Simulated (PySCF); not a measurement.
Species: C5H14Si2.
Atom-mapped SMILES: `[CH3:1][CH:2]([CH3:3])[SiH:4]1[CH2:5][SiH2:6][CH2:7]1` (hydrogens: H8, H9, H10 on C1; H11 on C2; H12, H13, H14 on C3; H15 on Si4; H16, H17 on C5; H18, H19 on Si6; H20, H21 on C7)

Geometry (PBE0-D3(BJ)/def2-SVP, Å), atoms numbered from 1 in this order:
```xyz
21
C5H14Si2 angstrom
C     -2.3537    0.3358    0.8134
C     -1.3609   -0.3682   -0.1100
C     -1.1600    0.3965   -1.4170
Si     0.2809   -0.6895    0.7777
C      1.6272   -1.4226   -0.3580
Si     2.4700    0.2842   -0.3266
C      1.2996    0.9033    1.0403
H     -2.5490   -0.2431    1.7297
H     -1.9797    1.3265    1.1228
H     -3.3216    0.4983    0.3096
H     -1.7569   -1.3734   -0.3509
H     -2.1190    0.5465   -1.9408
H     -0.7321    1.3970   -1.2370
H     -0.4856   -0.1297   -2.1105
H      0.0306   -1.4779    2.0290
H      1.3058   -1.8134   -1.3347
H      2.2316   -2.1983    0.1390
H      3.9221    0.2674    0.0386
H      2.3084    1.0352   -1.6111
H      1.7839    0.9578    2.0281
H      0.7808    1.8572    0.8619
```

All values: CAM-B3LYP/def2-SVPD (PySCF, non-relativistic), on one gas-phase PBE0-D3(BJ)/def2-SVP geometry that isn't relaxed in the solvent. The solvent is an IEF-PCM continuum (cavity from Bondi-type radii × 1.2), and excitations are vertical TDDFT with non-equilibrium linear response and a frozen core. Specific hydrogen bonds and non-electrostatic terms are outside this model.

Gas-phase singlets (H = HOMO, L = LUMO):

| state | E (eV) | λ (nm) | f | leading configurations |
| --- | --- | --- | --- | --- |
| S1 | 6.548 | 189 | 0.001 | H→L 86% |
| S2 | 6.916 | 179 | 0.001 | H→L+2 47%, H→L+3 27%, H→L+1 9% |
| S3 | 7.070 | 175 | 0.000 | H→L+1 73%, H→L+2 9% |
| S4 | 7.555 | 164 | 0.006 | H-2→L+2 25%, H→L+3 19%, H-2→L+3 16% |
| S5 | 7.576 | 164 | 0.019 | H→L+3 26%, H-2→L+2 20%, H→L+2 14% |

How does the list change in benzene (ε = 2.271)?

```
state  E (eV)  λ (nm)      f               leading configurations  change by rank (eV)
   S1   6.524     190  0.002                              H→L 88%               -0.024
   S2   6.900     180  0.002      H→L+2 44%, H→L+3 28%, H→L+1 11%               -0.016
   S3   7.081     175  0.000                  H→L+1 73%, H→L+2 9%               +0.011
   S4   7.541     164  0.039       H→L+3 34%, H→L+2 19%, H-1→L 9%               -0.014
   S5   7.570     164  0.031  H-2→L+2 33%, H-2→L+3 22%, H→L+3 10%               -0.006
```

Give the list for acetonitrile (ε = 35.69), n² = 1.81.

```csv
state,E (eV),λ (nm),f,leading configurations,change by rank (eV)
S1,6.510,190,0.001,H→L 89%,-0.038
S2,6.912,179,0.002,"H→L+2 41%, H→L+3 28%, H→L+1 14%",-0.004
S3,7.110,174,0.001,"H→L+1 71%, H→L+2 10%, H→L+4 9%",+0.040
S4,7.550,164,0.022,"H→L+3 28%, H→L+2 18%, H-1→L 14%",-0.005
S5,7.577,164,0.034,"H-2→L+2 24%, H-2→L+3 19%, H→L+3 15%",+0.001
```

How do the frontier levels move from gas to acetonitrile?

```json
{"orbital": "LUMO+2", "gas (eV)": "1.49", "solvent (eV)": "1.61", "change (eV)": "+0.12", "Löwdin shares, gas": "Si6 19 %, Si4 14 %, H19 8 %, C7 7 %", "Löwdin shares, solvent": "Si6 21 %, Si4 14 %, H19 9 %, H15 7 %"}
{"orbital": "LUMO+1", "gas (eV)": "1.19", "solvent (eV)": "1.35", "change (eV)": "+0.16", "Löwdin shares, gas": "Si6 18 %, Si4 15 %, C5 7 %, C3 7 %", "Löwdin shares, solvent": "Si6 21 %, Si4 15 %, C3 7 %, H17 6 %"}
{"orbital": "LUMO", "gas (eV)": "1.08", "solvent (eV)": "1.18", "change (eV)": "+0.10", "Löwdin shares, gas": "Si6 17 %, C7 11 %, Si4 10 %, C5 9 %", "Löwdin shares, solvent": "Si6 19 %, C7 11 %, Si4 11 %, C5 10 %"}
{"orbital": "HOMO", "gas (eV)": "-8.64", "solvent (eV)": "-8.50", "change (eV)": "+0.14", "Löwdin shares, gas": "C7 17 %, C5 17 %, Si4 15 %, C2 13 %", "Löwdin shares, solvent": "C7 16 %, C5 16 %, Si4 16 %, C2 14 %"}
{"orbital": "HOMO-1", "gas (eV)": "-9.52", "solvent (eV)": "-9.37", "change (eV)": "+0.15", "Löwdin shares, gas": "Si4 21 %, C2 20 %, H15 16 %, C3 8 %", "Löwdin shares, solvent": "Si4 21 %, C2 18 %, H15 16 %, C3 7 %"}
{"orbital": "HOMO-2", "gas (eV)": "-9.61", "solvent (eV)": "-9.47", "change (eV)": "+0.14", "Löwdin shares, gas": "C7 26 %, C5 25 %, Si4 17 %, Si6 12 %", "Löwdin shares, solvent": "C7 26 %, C5 25 %, Si4 18 %, Si6 11 %"}
{"orbital": "HOMO-3", "gas (eV)": "-10.01", "solvent (eV)": "-9.87", "change (eV)": "+0.14", "Löwdin shares, gas": "C7 29 %, C5 28 %, Si6 14 %, H21 6 %", "Löwdin shares, solvent": "C7 29 %, C5 28 %, Si6 15 %, H21 6 %"}
```

The HOMO–LUMO gap goes from 9.72 to 9.68 eV.

Hardware: one thread of an Arm Neoverse V2, shared host. Cost: 64 s of wall time. This is the whole response run at CAM-B3LYP/def2-SVPD in acetonitrile, SCF included.
